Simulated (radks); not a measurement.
Fractional charge and spin in the 5p shell of lutetium: the spin-up occupation runs from 2 to 3 and the spin-down occupation from 2 to 3; the fullest corner is Lu3+, [Kr] 4d10 4f14 5s2 5p(up 3, down 3). Method: scalar-relativistic Kohn-Sham, PBE, spin-polarised, spherical densities, finite nucleus; Fermi nuclear charge, rms radius of each element as measured or else 0.836 A^(1/3) + 0.57 fm; computed with a radial shooting solver on a logarithmic mesh with Libxc functionals. Energy (eV) above the fullest corner. The planes named below are the two flat planes that join the four corners, with an edge along up + down = one added electron.

down \ up,2,2.25,2.5,2.75,3
2,146.521,124.750,103.949,84.111,65.229
2.25,124.750,104.014,84.239,65.416,47.537
2.5,103.949,84.239,65.478,47.659,30.775
2.75,84.111,65.416,47.659,30.834,14.932
3,65.229,47.537,30.775,14.932,0.000

Corners above the fullest one (they belong to Lu4+ and the next ion): (up 3, down 2) 65.229 eV, (up 2, down 3) 65.229 eV, (up 2, down 2) 146.52 eV. With half an added electron in each spin the energy lies 0.249 eV from the planes, and with half an added electron in spin up alone -1.926 eV. The planes are only a guide here: the flat-plane condition holds for ground states with one frontier orbital, while this shell lies below other occupied shells, so the corners above the fullest one are inner-hole states and not the ground states of those ions.
